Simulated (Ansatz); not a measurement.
Start from `S[SiH2]CCl` and change one element to get `ClC[SiH2][SeH]`.

Ansatz, PBE0-D4/def2-TZVP geometries, multiplicity 1. Each molecule was computed in one conformer, which needn't be the lowest.

Scalar relativity is left out up to krypton.

```csv
property,`S[SiH2]CCl`
HOMO–LUMO gap (B3LYP/def2-TZVPP) / eV,7.04
HOMO energy (PBE/def2-TZVPP) / eV,-6.38
LUMO energy (B3LYP/def2-TZVPP) / eV,-0.33
size of the dipole moment (B3LYP/def2-TZVPP) / D,1.34
LUMO energy (PBE/def2-TZVPP) / eV,-1.01
HOMO–LUMO gap (ωB97M-V/def2-TZVPP) / eV,11.47
```

Question: What does the change do to each property? (An estimate is asked.)

Answer: The calculation gave: 
```
                                        property  `ClC[SiH2][SeH]`  shift
           HOMO–LUMO gap (B3LYP/def2-TZVPP) / eV              6.56  -0.48
               HOMO energy (PBE/def2-TZVPP) / eV             -6.09   0.29
             LUMO energy (B3LYP/def2-TZVPP) / eV             -0.44  -0.11
size of the dipole moment (B3LYP/def2-TZVPP) / D              1.16  -0.18
               LUMO energy (PBE/def2-TZVPP) / eV             -1.10  -0.09
         HOMO–LUMO gap (ωB97M-V/def2-TZVPP) / eV             10.96  -0.51
```

With PBE0 the HOMO rises by 0.37 eV and the LUMO falls by 0.10 eV, so the gap narrows by about 0.47 eV. PBE moves the HOMO by 0.29 eV and ωB97M-V by 0.39 eV. Dipoles are sizes alone; their direction can turn.

B3LYP here is the variant with VWN-RPA as its local correlation; programs differ in this.

Spin–orbit coupling is left out; it splits and shifts lone-pair levels of the heavy atoms by tenths of an eV.
